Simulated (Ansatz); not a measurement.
Reaction (SMILES): [SiH][SiH3] (SiH-SiH3) (closed-shell singlet) → 4 H atom + 2 Si atom
B3LYP-D3(BJ)/def2-TZVP geometries, fixed; electronic energies without zero-point terms.

The atomisation energy at MP2 with Ansatz (an electronic-structure program), in kcal/mol, split into its Hartree-Fock and correlation parts. Cores are frozen. A restricted Hartree-Fock determinant is unstable towards unrestricted orbitals. Open shells are unrestricted. No added dispersion term, no relativity. Functions are those of the species that has most.

```
basis            X  functions  Hartree-Fock     MP2
---------------  -  ---------  ------------  ------
aug-cc-pV(D+d)Z  2        100        267.81  331.60
aug-cc-pV(T+d)Z  3        202        272.01  348.89
aug-cc-pV(Q+d)Z  4        362        272.92  354.54
```

Worked estimate of the basis-set limit from each neighbouring pair, with Hartree-Fock from the larger set and the correlation part extrapolated as X^-3.
Correlation parts: X = 2: 63.79, X = 3: 76.88, X = 4: 81.62.
- (2,3): (27·(76.88) - 8·(63.79))/19 = 82.39; with Hartree-Fock 272.01 the estimate is 354.40 kcal/mol.
- (3,4): (64·(81.62) - 27·(76.88))/37 = 85.08; with Hartree-Fock 272.92 the estimate is 358.00 kcal/mol.
The last two estimates differ by 3.60 kcal/mol; the largest set lies 3.46 from the last. Over the last step Hartree-Fock moves by 0.91 and the correlation part by 4.74.
